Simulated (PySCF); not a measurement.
Delta-SCF ions had no search for a lower state. Excitations are Tamm–Dancoff values on a coarser integration grid. The basis has no diffuse functions, so Rydberg states are missing or too high.

Z-matrix (Å, degrees):
```
Si
N 1 1.7241
H 2 1.0066 1 120.90
H 2 1.0070 3 111.21 1 150.73
H 1 1.4912 2 106.26 3 -168.10
C 1 1.8763 5 107.84 2 124.95
H 6 1.0930 1 111.30 5 179.27
H 6 1.0935 7 108.03 1 -121.79
H 6 1.0938 7 107.96 8 -116.61
Si 1 2.3450 5 109.93 2 -115.53
H 10 1.4881 1 111.83 5 49.05
H 10 1.4903 11 108.37 1 122.93
H 10 1.4926 11 107.85 12 116.03
```
Charge 0, multiplicity 1.

Task: Give the HOMO–LUMO gap, vertical ionisation energy (Delta-SCF), HOMO, S1 excitation (TDA), S1–T1 gap (TDA), LUMO, T1 excitation (TDA) and S1 oscillator strength at the level PBE0-D4/def2-TZVP (PySCF 2.14.0).

Result: 
```json
{
 "HOMO–LUMO gap": "7.25 eV",
 "vertical ionisation energy (Delta-SCF)": "9.05 eV",
 "HOMO": "-7.11 eV",
 "S1 excitation (TDA)": "5.93 eV",
 "S1–T1 gap (TDA)": "0.51 eV",
 "LUMO": "0.14 eV",
 "T1 excitation (TDA)": "5.41 eV",
 "S1 oscillator strength": "0.015"
}
```
